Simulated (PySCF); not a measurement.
PySCF 2.14 output of a UHF calculation on a single atom or ion in aug-cc-pVQZ-PP with ECP10MDF (7s6p5d3f2g, 89 functions), with scalar relativity through the core potential:

```
SCF conv_tol = 1e-09
number electrons alpha = 14  beta = 9
cycle= 1 E= -330.741623775287  delta_E= -0.000678  |g|= 0.00699  |ddm|= 0.0349
cycle= 2 E= -330.741686602197  delta_E= -6.28e-05  |g|= 0.00241  |ddm|= 0.0109
cycle= 3 E= -330.741697393145  delta_E= -1.08e-05  |g|= 0.000478  |ddm|= 0.00815
cycle= 4 E= -330.741698304815  delta_E= -9.12e-07  |g|= 0.000199  |ddm|= 0.00345
cycle= 5 E= -330.741698422189  delta_E= -1.17e-07  |g|= 4.39e-05  |ddm|= 0.0016
cycle= 6 E= -330.741698426554  delta_E= -4.37e-09  |g|= 3.03e-06  |ddm|= 0.000314
cycle= 7 E= -330.741698426562  delta_E= -7.73e-12  |g|= 3.91e-07  |ddm|= 1.47e-05
converged SCF energy = -330.741698426562  <S^2> = 8.7516923  2S+1 = 6.0005641
```

The run itself started from symmetry-adapted Hartree-Fock orbitals and held the occupation by maximum overlap, so the iterations belong to that start.

Problem. Which element, charge and spin multiplicity is this?

Solution. As (arsenic, neutral), multiplicity 6; the state was [Ar] 3d10 4s1 4p3 4d1, high-spin 6D determinant (an excited configuration).

Energies and moments cover only the electrons outside the core potential. The outer electron is Rydberg-like, and this basis confines it to a smaller radius and binds it less than a complete one would.
